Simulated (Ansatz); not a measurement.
Ansatz (an electronic-structure program) input file for Ti(OH)3(NH2) (H₅NO₃Ti), SMILES [OH][Ti]([NH2])([OH])[OH], multiplicity 1, PBE/def2-SVPD. Coordinates come from a B3LYP-D3(BJ)/def2-SVP optimisation. The multiplicity is an assumed one; no other spin state was optimised. The structure was generated by enumeration; whether it is a known compound was not checked. One conformer was computed; it need not be the lowest.

Ansatz 0.2 input:
```yaml
crystal:
  periodic: [false, false, false]
  atoms:
    - {symbol: Ti, position_ang: [0.03202556, 0.02249682, -0.00667292]}
    - {symbol: O, position_ang: [1.40677248, -0.46739641, -1.06607889]}
    - {symbol: H, position_ang: [2.26117466, -0.82899035, -0.80123294]}
    - {symbol: O, position_ang: [0.53044182, 0.40380616, 1.67799516]}
    - {symbol: H, position_ang: [0.52498465, 1.25422276, 2.13342541]}
    - {symbol: O, position_ang: [-0.76266385, 1.46805379, -0.73881247]}
    - {symbol: H, position_ang: [-1.68197933, 1.55996852, -1.01451356]}
    - {symbol: N, position_ang: [-1.17539170, -1.41582759, 0.08050315]}
    - {symbol: H, position_ang: [-1.25737168, -2.14548225, -0.62503954]}
    - {symbol: H, position_ang: [-1.72003222, -1.65956408, 0.90581263]}
basis:
  gaussian:
    orbitals: def2-SVPD
hamiltonian:
  xc: {name: PBE}
```

Log of the run:

```
WARN ansatz: RAYON_NUM_THREADS=1 ignored (pool sized by the plan → 1); use --threads N
Functional definition: PBE
integrals: 0.11 GiB planned
1426 factors; their error is unknown
mean field: 0.68 GiB planned
mean field evaluation 1: about -30783.1213 eV, gradient 1.3e2 eV
mean field evaluation 2: about -30290.2249 eV, gradient 4.9e2 eV
mean field evaluation 4: about -30795.6346 eV, gradient 9.6e1 eV
mean field evaluation 8: about -30811.7016 eV, gradient 1.5e0 eV
mean field evaluation 16: about -30811.6545 eV, gradient 3.8e-4 eV
mean field -30811.65445413 eV, -1132.3074162997 hartree, gradient 2.0e-5 eV, S^2 0.000000; 0 other end points of the search recorded, 0 dependent functions left out
reference -30811.65451779 eV, -1132.3074186392 hartree; 29, 29 occupied and 134, 134 virtual orbitals, 1426 factors
Total energy: -30811.65451779 eV, -1132.3074186392 hartree
```

The run converged.
